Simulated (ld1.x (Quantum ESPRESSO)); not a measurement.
Si (Z = 14), TM: configuration errors across variants

ld1.x (Quantum ESPRESSO) 7.5 input, shortened:

```
&input
   title='Si', zed=14., rel=0, dft='PBESOL', iswitch=3,
   config='[Ne] 3s2 3p1'
 /
 &inputp
   pseudotype=2, tm=.true., lloc=-1, rcloc=0.45,
   nlcc=.false.
 /
2
2S  1  0   2.00   0.00  0.90  0.90  0.0
2P  2  1   6.00   0.00  0.55  0.55  0.0
 &test
   configts(1)='2s2 2p6 3s2 3p1'
 /
```

Occupied shells without a wave of their own: 3p, 3s. They enter only through the test configuration that unscreens the potential.

All-electron excitation energies from the reference (eV): (1) 2s2 2p6 3s2 3p2 -7.724; (2) 2s2 2p6 3s2 3p0 15.976; (3) 2s2 2p6 3s1 3p0 49.805; (4) 2s2 2p6 3s0 3p4 5.898; (5) 2s2 2p6 3s0 3p0 94.511; (6) 2s2 2p6 3s1 3p3 -0.986; (7) 2s1 2p6 3s2 3p2 144.255.

For the base: The 3p, 3s levels have no wave, so the channel is fitted at the deeper level alone: the likely source of the large errors.

A true bound ghost makes a file unfit for plane-wave use even where its test errors are small: the radial tests pick states by their node count and pass the ghost by.

The file “local potential all-electron potential smoothed inside 0.88 bohr (lloc = -1)” misses its own reference levels by 2.0 eV. The file “local potential all-electron potential smoothed inside 0.96 bohr (lloc = -1)” misses its own reference levels by 0.5 eV. The file “local potential all-electron potential smoothed inside 1.02 bohr (lloc = -1)” misses its own reference levels by 0.3 eV.

Errors AE − PS in meV (a dash: test not solved or not reliable):

```csv
change,(1),(2),(3),(4),(5),(6),(7),bound ghosts
base,-8.1,+19,-314,-487,-810,-237,-97,none
local potential all-electron potential smoothed inside 0.36 bohr (lloc = -1),-7.0,+17,-337,-509,-863,-247,-87,none
local potential all-electron potential smoothed inside 0.52 bohr (lloc = -1),-9.8,+22,-295,-472,-766,-230,-108,none
local potential all-electron potential smoothed inside 0.62 bohr (lloc = -1),-16,+33,-236,-435,-637,-216,-140,none
local potential all-electron potential smoothed inside 0.68 bohr (lloc = -1),-23,+46,-162,-383,-476,-195,-177,none
local potential all-electron potential smoothed inside 0.76 bohr (lloc = -1),-38,+71,+51,-193,+7.3,-111,-260,none
local potential all-electron potential smoothed inside 0.88 bohr (lloc = -1),-57,+103,+2970,+3533,+6943,+1688,-706,s
local potential all-electron potential smoothed inside 0.96 bohr (lloc = -1),-95,+181,-394,-1221,-1256,-628,-355,none
local potential all-electron potential smoothed inside 1.02 bohr (lloc = -1),-121,+226,-83,-967,-565,-520,-479,none
```

Q: Give the same row for: local potential all-electron potential smoothed inside 0.42 bohr (lloc = -1).

A: -7.5, +18, -323, -494, -829, -240, -93; bound ghosts: none.
